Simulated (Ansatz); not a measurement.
Species: N-[methyl(methylamino)boranyl]methanamine, C₃H₁₁BN₂, charge 0, multiplicity 1. SMILES: CNB(C)NC
Geometry from a B3LYP-D3(BJ)/def2-TZVP (Ansatz, a program for electronic structure) optimisation:
```xyz
17

C     -2.1519    -0.2245     0.9248
N     -0.8665    -0.5171     0.3260
B      0.1499     0.4104    -0.0215
C     -0.0289     1.9661     0.2264
N      1.3539    -0.0673    -0.6045
C      1.6707    -1.4508    -0.8946
H     -2.9839    -0.5393     0.2857
H     -2.2486     0.8477     1.0839
H     -2.2732    -0.7144     1.8969
H     -0.7176    -1.4982     0.1537
H      0.8443     2.5373    -0.0967
H     -0.8930     2.3669    -0.3116
H     -0.1890     2.1935     1.2844
H      2.0694     0.5929    -0.8484
H      1.6702    -2.0690     0.0106
H      2.6620    -1.5293    -1.3404
H      0.9593    -1.8939    -1.6011
```
Charge 0, spin multiplicity 1.

Quantity: vertical triplet-singlet gap (E(triplet) - E(singlet); each state is the SCF solution reached for its spin; the UHF <S^2> is 2.15 for the triplet (pure: 2.00); for the triplet the Hartree-Fock reference is unstable and T1 is 0.035), in kcal/mol. Cores are frozen in the correlated levels unless marked. UHF or UKS for open shells. Spin-orbit coupling is left out. Non-relativistic. 

```tsv
level	program	vertical triplet-singlet gap (kcal/mol)
HF/aug-cc-pVTZ	Ansatz	109.5
PBE/def2-TZVPD	Ansatz	109.0
r2SCAN/def2-TZVPD	Ansatz	114.0
B3LYP/def2-TZVPD	Ansatz	116.1
PBE0/def2-TZVPD	Ansatz	118.0
BHLYP/def2-TZVPD	Ansatz	123.7
RI-MP2/aug-cc-pVTZ	Ansatz	135.6
CCSD/aug-cc-pVDZ	Ansatz	121.9
CCSD(T)/aug-cc-pVDZ	Ansatz	119.8
```
